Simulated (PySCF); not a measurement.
C₄H₉BF₂O.
Numbering: `[CH3:1][CH:2]([CH3:3])[O:4][CH2:5][B:6]([F:7])[F:8]` (hydrogens: H9, H10, H11 on C1; H12 on C2; H13, H14, H15 on C3; H16, H17 on C5)

Torsions of this conformer, `[CH3:1][CH:2]([CH3:3])[O:4][CH2:5][B:6]([F:7])[F:8]`: C1–C2–O4–C5 81°, C2–O4–C5–B6 71°, O4–C5–B6–F7 3°.

The closed-shell ground state was solved at several levels (PySCF, density fitting, gas phase, non-relativistic). One conformer (not necessarily the lowest) at the PBE0-D3(BJ)/def2-SVP geometry, without solvent, vibrations or thermal averaging.

```tsv
level	basis functions	HOMO (eV)	LUMO (eV)	gap (eV)	dipole (D)
PBE0/pcSseg-1	181	-7.43	0.21	7.64	1.40
B3LYP/pcJ-1	306	-7.18	-0.07	7.11	1.36
KT3/pcSseg-1	181	-6.01	-0.78	5.23	1.28
```

Q: Estimate the row for CAM-B3LYP/def2-SVPD, a basis of 241 functions; the other rows only guide the guess.

A: HOMO -8.98 eV, LUMO 0.83 eV, gap 9.81 eV, dipole 1.50 D.

Q: Over all these levels, which gives the widest orbital gap and which the narrowest?

A: CAM-B3LYP/def2-SVPD (range-separated hybrid) has the widest, 9.81 eV, and KT3/pcSseg-1 (GGA) the narrowest, 5.23 eV. Functional and basis both differ between the two, so the spread mixes both effects.

Q: How far do the dipole and the HOMO energy spread over the levels?

A: The dipole runs from 1.28 to 1.50 D (mean 1.38 D) and the HOMO from -8.98 to -6.01 eV.
